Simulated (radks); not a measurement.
Results of a calculation; reference values are marked as such.
All-electron atom: Pd XXIX in [Ar] (the NIST ground configuration).

Level of theory: scalar-relativistic Kohn-Sham, PBE, spin-polarised, spherical densities, finite nucleus; Fermi nuclear charge, rms radius 4.5318 fm (a radial shooting solver on a logarithmic mesh with Libxc functionals).

Energy parts (eV):
total: -122668.693
kinetic: 127789.973
electron-nucleus: -270320.926
Hartree: 22566.575
exchange-correlation: -2704.315

Orbitals (lengths in bohr, moments of r in powers of bohr; r(max) is where P^2 peaks; r(90%) holds 90 % of the orbital's charge):
[
 {"orbital": "1s", "occ.": "2", "eigenvalue (eV)": "-25507.28", "<r>": "0.03186", "r(max)": "0.02066", "r(90%)": "0.0571"},
 {"orbital": "2s", "occ.": "2", "eigenvalue (eV)": "-4848.942", "<r>": "0.1371", "r(max)": "0.1164", "r(90%)": "0.211"},
 {"orbital": "2p", "occ.": "6", "eigenvalue (eV)": "-4492.722", "<r>": "0.1194", "r(max)": "0.09308", "r(90%)": "0.194"},
 {"orbital": "3s", "occ.": "2", "eigenvalue (eV)": "-1740.661", "<r>": "0.3437", "r(max)": "0.3217", "r(90%)": "0.500"},
 {"orbital": "3p", "occ.": "6", "eigenvalue (eV)": "-1625.897", "<r>": "0.3351", "r(max)": "0.3108", "r(90%)": "0.497"}
]

The highest occupied level is 3p at -1625.9 eV. The electron density at the nucleus is 1.364e+05 e/bohr^3 (large components only).
